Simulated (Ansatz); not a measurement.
Program: Ansatz. Geometries: PBE0-D4/def2-TZVP. ΔE: electronic, gas phase. CCSD(T)/CBS adds triple-zeta CCSD(T) − MP2 to the extrapolated MP2 energy (def2 sets, frozen cores). This one scheme is used for every species. For Br outer-core shells are correlated without core-valence functions, which leaves a few kJ/mol of doubt a bond. Scalar relativity is left out up to krypton. One conformer a species, not always the lowest.

Consider the cleavage of the Al–Si bond: `[CH3][Al]([SiH3])[Br]` + H₂S → `[CH3][Al]([SH])[Br]` + SiH₄.

| species | SCS-MP2/def2-TZVPP energy (Eh) |
| --- | --- |
| `[CH3][Al]([SiH3])[Br]` | -3145.39149 |
| H₂S | -398.90298 |
| `[CH3][Al]([SH])[Br]` | -3252.92200 |
| SiH₄ | -291.41820 |

(1) Work out ΔE.

Largest T1 diagnostic among the species: 0.011.

Results:

(1) ΔE = (-3252.92200) + (-291.41820) − (-3145.39149) − (-398.90298) = -0.04573 Eh = -120.1 kJ/mol. CCSD(T)/CBS gives -112.7 kJ/mol.

From PBE to PBE0 (25 % exact exchange), in def2-TZVPP and without D4, ΔE moves by −4.5 kJ/mol.
